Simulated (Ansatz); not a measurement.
Input file for Ansatz (a program for electronic structure): R-CCSD(T)/aug-cc-pV(T+d)Z on CH6S (a complex). Files ending in .json are basis or fitting sets from the Basis Set Exchange.

Ansatz 0.2 input:
```yaml
crystal:
  periodic: [false, false, false]
  atoms:
    - {symbol: H, position_ang: [0.02957959, -0.32952898, 0.15438861]}
    - {symbol: H, position_ang: [0.37830172, -0.16103389, -0.48324705]}
    - {symbol: C, position_ang: [0.90059686, 0.72766348, 3.08637256]}
    - {symbol: S, position_ang: [-0.73699858, -0.07169051, 3.06999601]}
    - {symbol: H, position_ang: [0.90601075, 1.60187676, 3.73383551]}
    - {symbol: H, position_ang: [1.59349010, -0.01030070, 3.48716050]}
    - {symbol: H, position_ang: [1.21811711, 0.99783166, 2.08128226]}
    - {symbol: H, position_ang: [-1.42547954, 0.97031069, 2.57631322]}
basis:
  gaussian:
    orbitals: aug-cc-pV_T+d_Z.json
magnetization: {spin_polarized: false}
correlation: {method: ccsd_t, electrons: outside_noble_gas}
scf: {lower_state_search: off}
```

Program output:

```
WARN ansatz: RAYON_NUM_THREADS=2 ignored (pool sized by the plan → 2); use --threads N
Functional definition: HF
these checks for a lower state are left out or cut short: stability, starts, cluster_reference, orbital_swaps, neighbouring_geometries, increment
integrals: 1.40 GiB planned
1315 factors; integrals over basis functions are off by at most 9.2e-4 eV
mean field: 0.70 GiB planned
mean field evaluation 1: about -11941.4603 eV, gradient 2.1e1 eV
mean field evaluation 2: about -11941.4614 eV, gradient 2.1e1 eV
mean field evaluation 4: about -11942.8330 eV, gradient 2.6e0 eV
mean field evaluation 8: about -11942.8608 eV, gradient 1.4e-4 eV
mean field -11942.86080599 eV, -438.8920394583 hartree, gradient 6.1e-6 eV, S^2 0.000000; 0 other end points of the search recorded, 0 dependent functions left out
6 core orbitals not correlated
reference -11942.86080599 eV, -438.8920394583 hartree; 8, 8 occupied and 225, 225 virtual orbitals, 1315 factors
second order -11.01220186 eV of doubles, -0.00000000 eV of singles
coupled cluster: 4.35 GiB planned
cycle   1  -11.74805361 eV  change   -7.4e-1 eV  update   6.9e-2
cycle   2  -12.08515752 eV  change   -3.4e-1 eV  update   2.1e-2
cycle   3  -12.12287133 eV  change   -3.8e-2 eV  update   6.9e-3
cycle   4  -12.12148801 eV  change    1.4e-3 eV  update   1.8e-3
cycle   5  -12.12115536 eV  change    3.3e-4 eV  update   5.1e-4
cycle   6  -12.12105993 eV  change    9.5e-5 eV  update   1.8e-4
cycle   7  -12.12103128 eV  change    2.9e-5 eV  update   6.0e-5
cycle   8  -12.12103522 eV  change   -3.9e-6 eV  update   2.1e-5
cycle   9  -12.12103469 eV  change    5.2e-7 eV  update   6.7e-6
perturbative correction -0.46103802 eV, -0.0169428347 hartree
Total energy: -11955.44287870 eV, -439.3544221020 hartree
Checks for a lower state left out: stability, starts, cluster_reference, orbital_swaps, neighbouring_geometries, increment
```

Self-consistency was reached.

Cost: about 2.3 core-minutes (a rough figure).
